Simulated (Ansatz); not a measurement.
Total energies of the cluster Sn₄Se₄ from Ansatz at PBE-D4/def2-SVP, gas phase (1 Eh = 27.2114 eV = 2625.5 kJ/mol). The reference geometry is relaxed at PBE-D4/def2-SVP.

Cartesian coordinates in Å:
```
Sn 0.7766 2.0467 -0.8737
Sn 1.0169 -1.7843 -1.1561
Sn 0.5456 -0.1349 2.2887
Sn -2.3393 -0.1276 -0.2589
Se -0.5679 0.1401 -2.3826
Se -0.8089 -2.1307 0.9097
Se 2.4354 0.1332 0.2692
Se -1.0586 1.8576 1.2038
```

```csv
state,geometry,energy (Eh)
charge 0 singlet,reference,-10461.27319
charge 1 doublet,reference,-10461.00652
charge -1 doublet,reference,-10461.30871
charge 0 triplet,relaxed at PBE-D4/def2-SVP,-10461.20558
charge 0 quintet,relaxed at PBE-D4/def2-SVP,-10461.12850
free Sn atom (triplet),–,-214.24400
free Se atom (triplet),–,-2400.83018
```

In the def2 sets Sn takes a core potential; there is no spin–orbit coupling.

Work out the vertical ionisation energy to the doublet.

E(charge 1 doublet) − E(charge 0 singlet) = -10461.00652 − (-10461.27319) = 0.26667 Eh = 7.26 eV. For comparison, −ε of the highest occupied level is 5.26 eV at this level, 2.00 eV less.

Work out the vertical electron affinity, to the doublet.

E(charge 0 singlet) − E(charge -1 doublet) = -10461.27319 − (-10461.30871) = 0.03552 Eh = 0.97 eV. The basis lacks diffuse functions, which makes affinities too small.

Give the fundamental gap IE − EA, the Mulliken electronegativity (IE + EA)/2 and the hardness (IE − EA)/2.

From the values in Eh: IE − EA = 0.26667 − 0.03552 = 0.23115 Eh = 6.29 eV; (IE + EA)/2 = 4.11 eV; (IE − EA)/2 = 3.14 eV. The HOMO–LUMO gap of the same run is 2.51 eV, 3.78 eV smaller than the fundamental gap.

Which of the charge 0 states is lowest, and how far above it are the others?

The singlet. triplet: -10461.20558 − (-10461.27319) = 0.06761 Eh = 177.5 kJ/mol; quintet: -10461.12850 − (-10461.27319) = 0.14469 Eh = 379.9 kJ/mol.

What is the binding energy per atom against free atoms?

Atoms: 4 × (-214.24400) + 4 × (-2400.83018) = -10460.29672 Eh. Binding: -10460.29672 − (-10461.27319) = 0.97647 Eh = 26.57 eV, or 3.32 eV for each of 8 atoms (no zero-point energy, no counterpoise term).

At PBE-D4/def2-SVP the gap within one spin of the charge 1 doublet nearly closes, so an electron or hole may be smeared out by delocalisation error. At PBE-D4/def2-SVP the gap within one spin of the charge -1 doublet nearly closes, so an electron or hole may be smeared out by delocalisation error. At PBE-D4/def2-SVP the highest occupied level of the charge -1 doublet lies above zero (up to 0.85 eV). By energy differences its removal costs 0.97 eV (vertical, to the charge 0 singlet, at PBE-D4/def2-SVP); self-interaction error and the lack of diffuse functions both raise the level.  

The structure comes from a short search, and lower isomers may exist.
